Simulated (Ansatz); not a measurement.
C2H7AlOSi can be A, `[CH2]1O[SiH2][CH2][AlH]1`, or B, `[CH3][Al]1[CH2]O[SiH2]1`.

Calculated with Ansatz (gas phase, PBE0-D4/def2-TZVP geometries, no zero-point term in ΔE). CCSD(T)/CBS is the MP2 limit (def2-TZVPP, def2-QZVPP) plus CCSD(T) − MP2 in def2-TZVPP, frozen cores. DFT in def2-TZVPP. B3LYP here is the variant with VWN-RPA as its local correlation; programs differ in this.

Which isomer does CCSD(T)/CBS put lower? Give the gap. (Best estimate.)

Ansatz gave: A, by 76.3 kJ/mol.

Give E(B) − E(A) in kJ/mol with HF/def2-TZVPP, CCSD(T)/def2-TZVPP, B2PLYP, B3LYP-D4, CCSD/def2-TZVPP, B3LYP, PBE0-D4. (Estimate.)

Computed: HF/def2-TZVPP 84.3, CCSD(T)/def2-TZVPP 75.2, B2PLYP 72.4, B3LYP-D4 72.8, CCSD/def2-TZVPP 77.0, B3LYP 65.6, PBE0-D4 68.0. None reverses the order clearly.

Largest T1 diagnostic: 0.013.

The D4 term adds +7.2 kJ/mol with B3LYP and +3.6 kJ/mol with PBE0; it sums over pairs of atoms, weighted by their polarisabilities, and B3LYP, whose exchange is more repulsive, gets the larger term. From PBE to PBE0 (25 % exact exchange), in def2-TZVPP and without D4, E(B) − E(A) moves by +9.9 kJ/mol.
